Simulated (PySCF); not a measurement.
C₆H₆F₂.
InChI=1S/C6H6F2/c1-2-6(8)3-5(7)4-6/h1,5H,3-4H2/t5-,6+

Theory: PySCF 2.14.0, density-fitted response routines, TDDFT CAM-B3LYP/def2-SVPD, vertical, gas phase, core orbitals frozen in the response. Geometry: GFN2-xTB, one conformer, isolated molecule.

Predict the UV-vis stick spectrum at this level.

```json
{"state": "S1", "E (eV)": "6.19", "E (kJ/mol)": "597", "λ (nm)": "200.4", "f": "0.0001", "symmetry": "–", "main configurations (H = HOMO, L = LUMO)": "H→L (74%), H→L+1 (16%)"}
{"state": "S2", "E (eV)": "6.78", "E (kJ/mol)": "654", "λ (nm)": "182.8", "f": "0.0026", "symmetry": "A′", "main configurations (H = HOMO, L = LUMO)": "H-1→L (42%), H→L+2 (36%), H-1→L+1 (9%)"}
{"state": "S3", "E (eV)": "7.08", "E (kJ/mol)": "683", "λ (nm)": "175.1", "f": "0.0002", "symmetry": "–", "main configurations (H = HOMO, L = LUMO)": "H-1→L+2 (78%), H-1→L+5 (16%)"}
{"state": "S4", "E (eV)": "7.85", "E (kJ/mol)": "757", "λ (nm)": "158.0", "f": "0.070", "symmetry": "A″", "main configurations (H = HOMO, L = LUMO)": "H→L+1 (64%), H→L (19%), H→L+3 (10%)"}
{"state": "S5", "E (eV)": "8.22", "E (kJ/mol)": "793", "λ (nm)": "150.9", "f": "0.059", "symmetry": "A′", "main configurations (H = HOMO, L = LUMO)": "H-1→L+1 (54%), H-1→L (26%), H-1→L+3 (11%)"}
{"state": "S6", "E (eV)": "8.51", "E (kJ/mol)": "821", "λ (nm)": "145.7", "f": "0.0006", "symmetry": "–", "main configurations (H = HOMO, L = LUMO)": "H-2→L (52%), H-4→L (29%)"}
{"state": "S7", "E (eV)": "8.59", "E (kJ/mol)": "829", "λ (nm)": "144.3", "f": "0.0039", "symmetry": "A′", "main configurations (H = HOMO, L = LUMO)": "H-3→L (78%)"}
{"state": "S8", "E (eV)": "8.73", "E (kJ/mol)": "843", "λ (nm)": "142.0", "f": "0.0008", "symmetry": "–", "main configurations (H = HOMO, L = LUMO)": "H→L+3 (63%)"}
```

Triplets, Tamm–Dancoff:

```tsv
state	E (eV)	λ (nm)	main configurations (H = HOMO, L = LUMO)
T1	5.36	231.4	H-1→L (48%), H→L+2 (20%), H-1→L+1 (13%)
T2	5.69	217.9	H→L (63%), H→L+1 (15%), H-1→L+2 (8%)
T3	5.90	210.0	H→L+2 (52%), H-1→L (20%), H→L+5 (12%)
```

The lowest singlet lies at 6.19 eV (200 nm, ultraviolet) and is dark (f under 0.0005); its leading configuration is HOMO→LUMO (74%). The most intense listed level is S4 at 7.85 eV (158 nm, f = 0.070), 1.66 eV above S1. Löwdin shares by element: HOMO carbon 84% or more (atoms not listed hold the other 16%); LUMO carbon 59% or more, fluorine 9% or more (atoms not listed hold the other 32%). The listed states span 2.55 eV, and the widest gap between neighbours is 0.77 eV (S3 to S4). Orbital energies (eV): HOMO-3 -10.92, HOMO-2 -10.83, HOMO-1 -10.08, HOMO -9.63, LUMO 1.01, LUMO+1 1.27, LUMO+2 1.68. Of the 8 states listed, 2 reach f = 0.01 and 2 stay under 0.0005. Symmetry labels in Cs follow from the direction of the transition dipole and are given only for states with f of 0.002 or more. Only the lowest 8 singlets were computed, as vertical energies without vibronic structure.
